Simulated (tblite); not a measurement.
Species: BH₆O₃Si₃ (doublet state).
SMILES with atom numbers: `[BH2:1][Si:2]1[O:3][SiH2:4][O:5][SiH2:6][O:7]1` (hydrogens: H8, H9 on B1; H10, H11 on Si4; H12, H13 on Si6)

Computed with GFN2-xTB (tblite), gas phase: L-BFGS steps from a force-field or distance-geometry start until the largest atomic force falls under 0.01 eV/Å.

Geometry at step 30:
```
atom  x, y, z in Å
B1      2.9424   -0.6879    0.1704
Si2     1.1423   -0.4093   -0.1949
O3     -0.1547   -1.3978   -0.0442
Si4    -1.7407   -1.0673    0.1413
O5     -1.9747    0.5431    0.1578
Si6    -0.9466    1.7512   -0.2185
O7      0.5091    1.0759   -0.4886
H8      3.2782   -1.6974    0.6750
H9      3.6881    0.1029   -0.2703
H10    -2.0631   -1.5887    1.4487
H11    -2.5140   -1.6088   -0.9580
H12    -1.3946    2.4402   -1.4247
H13    -0.7760    2.5443    0.9882
```

Task: What forces act on the atoms?

Result: 
```csv
atom,Fx (eV/Å),Fy (eV/Å),Fz (eV/Å)
B1,0.028,-0.174,-0.103
Si2,-0.153,0.105,-0.049
O3,-0.116,0.139,-0.084
Si4,-0.105,-0.067,0.136
O5,0.026,-0.009,-0.126
Si6,0.094,0.031,0.097
O7,-0.044,0.036,-0.129
H8,0.124,0.203,-0.138
H9,0.142,-0.120,0.224
H10,-0.067,0.033,0.250
H11,0.097,0.003,-0.190
H12,0.061,-0.216,0.070
H13,-0.087,0.036,0.042
```

The largest, 0.29 eV/Å, acts on H9; the rms over all components is 0.119 eV/Å. The forces sum to zero within rounding, as they must for an isolated molecule in no field.

Task: Give the force on H9 in Eh/bohr and in nN.

Result: 0.291 eV/Å ÷ 51.422 = 0.00566 Eh/bohr, and 0.291 eV/Å × 1.602 = 0.47 nN.

Task: How far is this geometry from the end of the optimisation?

Result: 0.106 eV above it, and 0.274 Å rms away after alignment. The bonds farthest from their final lengths, with half the difference of the two atoms' forces along the bond (positive lengthens):

```
   bond  now (Å)  final (Å)  force along bond (eV/Å)
Si4–H10    1.444      1.453                    +0.03
  B1–H8    1.177      1.170                    -0.16
Si6–H12    1.460      1.454                    -0.04
 B1–Si2    1.858      1.863                    +0.10
Si4–H11    1.449      1.453                    +0.06
 O5–Si6    1.630      1.627                    +0.01
```

The angle farthest from its final value is B1–Si2–O7, 123.0° against 127.7°.

The cost below is that of the whole relaxation. Time: 0.67 s of wall time. Hardware: one thread, Arm Neoverse V2 (aarch64) (shared host).
